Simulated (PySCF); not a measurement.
A side-by-side comparison of computed properties.

First species: C₄H₁₂PS (charge +1).
SMILES: `CC[PH2+]CSC`

Second species: C2H10FPSi3.
SMILES: `C=C[SiH2]P([SiH3])[SiH2]F`

Levels: PBE0/def2-SVPD for HOMO energy, LUMO energy, HOMO–LUMO gap, static isotropic polarisability and electronic spatial extent ⟨r²⟩ about the centre of nuclear charge; TDDFT PBE0/def2-SVPD for lowest singlet excitation; TDA PBE0/def2-SVPD for lowest triplet excitation (Tamm–Dancoff); GFN2-xTB for rotational constant A and rotational constant C. Geometries: GFN2-xTB. Each structure is a single optimised conformer of the isolated species, non-relativistic unless stated. Electronic properties by PySCF.

Dipoles, sizes and rotational constants follow the conformer. The torsions of the flexible species, by atom-mapped SMILES:
- `[CH3:1][CH2:2][PH2+:3][CH2:4][S:5][CH3:6]`: C1–C2–P3–C4 173°, C2–P3–C4–S5 -65°, P3–C4–S5–C6 -95°
- `[CH2:1]=[CH:2][SiH2:3][P:4]([SiH3:5])[SiH2:6][F:7]`: C1–C2–Si3–P4 110°, C2–Si3–P4–Si5 -177°, Si3–P4–Si6–F7 -170°

Q: Which of the two has the higher rotational constant C, and by how much?

A: The first: 1.023 GHz against 0.570 GHz, a difference of 0.453 GHz.

Q: Which of the two has the higher rotational constant A, and by how much?

A: The first: 4.404 GHz against 1.461 GHz, a difference of 2.943 GHz.

Q: Which has the higher LUMO energy?

A: The second: -0.91 eV against -4.46 eV, a difference of 3.55 eV.

Q: Which of the two has the higher T1 energy, and by how much?

A: The first: 4.66 eV against 4.24 eV, a difference of 0.42 eV.

Q: Which has the higher HOMO energy?

A: The second: -7.25 eV against -11.00 eV, a difference of 3.75 eV.

Q: Which of the two has the higher static isotropic polarisability, and by how much?

A: The second: 133.9 au against 88.4 au, a difference of 45.5 au.

Q: Which has the higher HOMO–LUMO gap?

A: The first: 6.54 eV against 6.34 eV, a difference of 0.20 eV.

Q: Which has the higher ⟨r²⟩?

A: The second: 1991 bohr² against 1235 bohr², a difference of 756 bohr².

On the first: In wavenumbers S1 is 42200 cm⁻¹ (1 eV = 8065.54 cm⁻¹). The polarisability is 13.10 Å³ as a volume (1 au = 0.148185 Å³), or 1.34 au for each of the 66 electrons.

On the second: The principal polarisabilities are 108.8, 128.1 and 164.9 au; their mean is the isotropic value. No computed singlet falls in the visible range (750 to 380 nm, 1.65 to 3.26 eV); S1 lies 1.95 eV above its blue end.
